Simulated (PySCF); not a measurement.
AlH₄IOSi.
SMILES: `[AlH2][O][SiH2]I`

Method: PBE0-D3(BJ)/def2-SVP geometry optimisation, gas phase, def2 core potentials past Kr in PySCF 2.14.0.

Take the most abundant isotopes and a rigid rotor. 

(1) What are A, B and C (cm⁻¹)?

(2) Classify the top.

(3) What does the inertial defect say?

(4) List the rotational levels J(Ka,Kc) to J = 4 (MHz).

(5) Predict some low-J microwave lines.

Answers

(1) Ia = 90.70, Ib = 610.85, Ic = 687.52 u·Å²; 505379 MHz·u·Å²/I gives 5572, 827.3 and 735.1 MHz, that is A = 0.18587, B = 0.02760, C = 0.02452 cm⁻¹.

(2) A near-prolate asymmetric top; Ray's κ = -0.962.

(3) Not planar: Δ = Ic − Ia − Ib = -14.04 u·Å². For a rigid frame Δ = −2 Σ m c², so Σ m c² = 7.02 u·Å² lies off the ab plane, practically all of it from hydrogen. The atom farthest from that plane is 1.41 Å away.

(4) Above 0(0,0):
J = 1: 1(0,1) 1562, 1(1,1) 6307, 1(1,0) 6399
J = 2: 2(0,2) 4686, 2(1,2) 9340, 2(1,1) 9617, 2(2,1) 23851, 2(2,0) 23852
J = 3: 3(0,3) 9368, 3(1,3) 13888, 3(1,2) 14441, 3(2,2) 28538, 3(2,1) 28545, 3(3,1) 52494, 3(3,0) 52494
J = 4: 4(0,4) 15604, 4(1,4) 19950, 4(1,3) 20873, 4(2,3) 34787, 4(2,2) 34807, 4(3,2) 58746, 4(3,1) 58746, 4(4,1) 92280, 4(4,0) 92280
Those of J = 1 are B + C, A + C and A + B.

(5) The dipole components are |μa| = 1.68 D, |μb| = 0.48 D, |μc| = 0.00 D. Intensities carry the squares of the components, which stand as 1.00 : 0.08 : 0.00 (a : b : c). Some lines, for components of 0.1 D or more:

```tsv
type	branch	J(Ka,Kc)	MHz	lower level (cm⁻¹)
a	R	1(0,1) ← 0(0,0)	1562	0.000
a	R	2(1,2) ← 1(1,1)	3033	0.210
a	R	2(0,2) ← 1(0,1)	3123	0.052
a	R	2(1,1) ← 1(1,0)	3217	0.213
b	Q	1(1,0) ← 1(0,1)	4837	0.052
b	Q	2(1,1) ← 2(0,2)	4931	0.156
b	R	1(1,1) ← 0(0,0)	6307	0.000
b	R	2(1,2) ← 1(0,1)	7777	0.052
b	Q	2(2,0) ← 2(1,1)	14236	0.321
b	Q	2(2,1) ← 2(1,2)	14511	0.312
b	R	2(2,1) ← 1(1,0)	17451	0.213
b	R	2(2,0) ← 1(1,1)	17545	0.210
```

Not checked by PBE0-D3(BJ)/def2-SVP frequencies. No vibrational averaging or centrifugal distortion is included, and the geometry carries the error of its method. Quadrupole hyperfine structure (27Al, 127I) is left out.
